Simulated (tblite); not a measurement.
Species: C5H9BN2S.
Bonds: C1–C2, C2–N3 (triple), N3–B4, B4–S5, S5–C6, C6–C7, C7–C8, C8–N9 (triple). Hydrogens: H10, H11, H12 on C1; H13, H14 on B4; H15, H16 on C6; H17, H18 on C7.
Bond orders are those of one Lewis drawing.

Computed with GFN2-xTB (tblite), gas phase: L-BFGS steps from a force-field or distance-geometry start until the largest atomic force falls under 0.01 eV/Å.

Step 25: E = -695.9005 eV
```
atom  x, y, z in Å  |  force x, y, z in eV/Å
C1     -3.4133   -0.7689   -0.3712   -0.017   0.016   0.005
C2     -2.4609   -0.0256    0.3896   -0.012  -0.050   0.032
N3     -1.7226    0.5626    1.0483   -0.011  -0.012  -0.017
B4     -0.6777    1.3322    1.7451    0.053   0.024  -0.041
S5      0.6339    1.6478    0.3714   -0.032   0.030   0.006
C6      1.5246    0.0488    0.3882    0.019  -0.038   0.009
C7      2.7449    0.1150   -0.5296    0.004   0.011  -0.009
C8      3.3544   -1.1852   -0.6094   -0.005  -0.023  -0.023
N9      3.7937   -2.2403   -0.6571    0.019   0.021  -0.002
H10    -4.0575   -0.0830   -0.9223    0.018   0.009  -0.005
H11    -2.9146   -1.4342   -1.0786    0.029   0.051   0.059
H12    -4.0266   -1.3619    0.3102    0.013  -0.010  -0.038
H13    -0.2331    0.6560    2.6115   -0.010   0.016  -0.020
H14    -1.1426    2.3706    2.0704   -0.002  -0.035  -0.002
H15     1.8327   -0.1675    1.4109   -0.001   0.016   0.060
H16     0.8423   -0.7354    0.0539   -0.040  -0.010  -0.030
H17     2.4451    0.4368   -1.5308   -0.020  -0.019  -0.006
H18     3.4685    0.8383   -0.1460   -0.004   0.001   0.022
```

Step 26: E = -695.9014 eV
```
atom  x, y, z in Å  |  force x, y, z in eV/Å
C1     -3.4122   -0.7676   -0.3714   -0.023   0.006   0.003
C2     -2.4634   -0.0264    0.3947   -0.017  -0.042   0.025
N3     -1.7270    0.5616    1.0554    0.003  -0.009  -0.024
B4     -0.6790    1.3317    1.7451    0.076   0.034  -0.060
S5      0.6294    1.6450    0.3676   -0.024   0.002   0.005
C6      1.5234    0.0465    0.3885    0.019  -0.022   0.006
C7      2.7444    0.1149   -0.5294   -0.007   0.005  -0.004
C8      3.3540   -1.1852   -0.6100    0.011  -0.022  -0.026
N9      3.7960   -2.2392   -0.6589    0.009   0.029   0.000
H10    -4.0549   -0.0822   -0.9244    0.012   0.021  -0.005
H11    -2.9101   -1.4305   -1.0775    0.041   0.037   0.041
H12    -4.0270   -1.3636    0.3052   -0.004  -0.018  -0.023
H13    -0.2299    0.6608    2.6107    0.000  -0.014   0.012
H14    -1.1383    2.3711    2.0682   -0.030   0.001   0.013
H15     1.8325   -0.1674    1.4121   -0.016   0.019   0.036
H16     0.8416   -0.7390    0.0541   -0.020   0.003  -0.018
H17     2.4440    0.4369   -1.5307   -0.017  -0.020   0.004
H18     3.4678    0.8388   -0.1450   -0.017  -0.012   0.015
```

Step 27: E = -695.9021 eV
```
atom  x, y, z in Å  |  force x, y, z in eV/Å
C1     -3.4119   -0.7664   -0.3715   -0.019   0.000   0.005
C2     -2.4660   -0.0278    0.3997   -0.016  -0.025   0.023
N3     -1.7308    0.5605    1.0612    0.023  -0.001  -0.023
B4     -0.6785    1.3320    1.7441    0.067   0.029  -0.055
S5      0.6252    1.6427    0.3645   -0.001  -0.026  -0.006
C6      1.5226    0.0441    0.3889    0.007  -0.001   0.005
C7      2.7437    0.1148   -0.5292   -0.017  -0.006   0.003
C8      3.3537   -1.1853   -0.6109    0.020  -0.009  -0.024
N9      3.7985   -2.2380   -0.6606    0.005   0.024   0.000
H10    -4.0524   -0.0812   -0.9264    0.007   0.030  -0.004
H11    -2.9053   -1.4267   -1.0758    0.050   0.020   0.018
H12    -4.0276   -1.3655    0.3002   -0.022  -0.025  -0.010
H13    -0.2269    0.6650    2.6101    0.006  -0.030   0.026
H14    -1.1348    2.3716    2.0666   -0.046   0.024   0.019
H15     1.8320   -0.1669    1.4139   -0.028   0.019   0.005
H16     0.8404   -0.7420    0.0540    0.004   0.016  -0.003
H17     2.4426    0.4366   -1.5305   -0.013  -0.017   0.012
H18     3.4668    0.8390   -0.1437   -0.026  -0.021   0.008
```

Step 28: E = -695.9028 eV
```
atom  x, y, z in Å  |  force x, y, z in eV/Å
C1     -3.4118   -0.7654   -0.3717   -0.008  -0.005   0.009
C2     -2.4690   -0.0296    0.4053   -0.014  -0.003   0.022
N3     -1.7343    0.5594    1.0669    0.046   0.008  -0.020
B4     -0.6768    1.3329    1.7425    0.036   0.017  -0.024
S5      0.6206    1.6396    0.3608    0.025  -0.041  -0.022
C6      1.5218    0.0415    0.3893   -0.010   0.018   0.003
C7      2.7428    0.1145   -0.5290   -0.022  -0.019   0.010
C8      3.3537   -1.1852   -0.6123    0.023   0.010  -0.017
N9      3.8011   -2.2367   -0.6624    0.007   0.009  -0.003
H10    -4.0497   -0.0795   -0.9284    0.003   0.032   0.000
H11    -2.8994   -1.4225   -1.0739    0.051   0.005  -0.002
H12    -4.0286   -1.3680    0.2950   -0.038  -0.029  -0.003
H13    -0.2238    0.6687    2.6102    0.007  -0.032   0.023
H14    -1.1322    2.3728    2.0652   -0.050   0.028   0.017
H15     1.8309   -0.1662    1.4157   -0.037   0.016  -0.020
H16     0.8396   -0.7450    0.0538    0.022   0.023   0.012
H17     2.4410    0.4361   -1.5302   -0.012  -0.012   0.016
H18     3.4653    0.8389   -0.1423   -0.029  -0.024   0.001
```

Q: Estimate the geometry and energy of step 29. (The exact step hangs on the optimiser's Hessian estimate; all steps are aligned on step 28, rigid shifts and turns removed.)

A: E = -695.9035 eV, largest force 0.068 eV/Å
```
atom  x, y, z in Å  |  force x, y, z in eV/Å
C1     -3.4115   -0.7642   -0.3717    0.006  -0.009   0.013
C2     -2.4722   -0.0313    0.4119   -0.013   0.017   0.021
N3     -1.7376    0.5584    1.0728    0.064   0.016  -0.017
B4     -0.6745    1.3343    1.7408   -0.004   0.004   0.020
S5      0.6153    1.6350    0.3557    0.043  -0.035  -0.038
C6      1.5207    0.0388    0.3895   -0.024   0.028   0.000
C7      2.7415    0.1139   -0.5286   -0.019  -0.027   0.011
C8      3.3542   -1.1848   -0.6141    0.019   0.023  -0.006
N9      3.8040   -2.2351   -0.6644    0.014  -0.009  -0.007
H10    -4.0463   -0.0769   -0.9306    0.005   0.024   0.007
H11    -2.8917   -1.4175   -1.0718    0.042  -0.003  -0.014
H12    -4.0301   -1.3709    0.2894   -0.047  -0.027  -0.005
H13    -0.2207    0.6719    2.6109    0.003  -0.021   0.007
H14    -1.1308    2.3747    2.0640   -0.040   0.015   0.008
H15     1.8290   -0.1649    1.4172   -0.039   0.010  -0.033
H16     0.8396   -0.7487    0.0539    0.030   0.019   0.021
H17     2.4392    0.4354   -1.5295   -0.013  -0.005   0.013
H18     3.4630    0.8383   -0.1408   -0.026  -0.020  -0.002
```

The energy changes by -0.0007 eV. The first-order estimate −F·Δx gives -0.0010 eV and the mean of the old and new forces, exact on a quadratic surface, -0.0007 eV. The step makes an angle of 73° with the force vector and moves no atom by more than 0.009 Å.

The cost below is that of the whole relaxation. Time: 1.1 s of wall time. Hardware: Arm Neoverse N1, one thread, no GPU, shared host with 64 logical CPUs at a one-minute load of 61.
